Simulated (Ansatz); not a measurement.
Consider the substitution at a C–Sn bond: `N#[C][SnH]([C]#N)[C]#N` + `[SH][GeH3]` → `N#C[S][GeH3]` + `N#[C][SnH2][C]#N`.

Computed with Ansatz on PBE0-D4/def2-TZVP structures; ΔE is electronic, products minus reactants. CCSD(T)/CBS adds triple-zeta CCSD(T) − MP2 to the extrapolated MP2 energy (def2 sets, frozen cores). Functionals use def2-TZVPP. HSE06 is defined as in plane-wave codes. def2 core potentials past Kr. For Ge, Sn outer-core shells are correlated without core-valence functions, which leaves a few kJ/mol of doubt a bond. Scalar relativity is left out up to krypton.

| level | ΔE (eV) |
| --- | --- |
| HSE06 | 0.16 |
| CCSD/def2-SVP | 0.36 |

Question: What does CCSD(T)/CBS give? (Estimate.)

Answer: Ansatz gave: +0.37 eV. The listed levels differ from it by -0.21, -0.01 eV.

Largest T1 diagnostic among the species: 0.015.

From r2SCAN to r2SCAN0 (25 % exact exchange), in def2-TZVPP and without D4, ΔE moves by +0.04 eV. In def2-TZVPP, CCSD(T) changes the Hartree–Fock value by −0.04 eV (the triples alone add −0.02 eV) and MP2 by −0.07 eV.
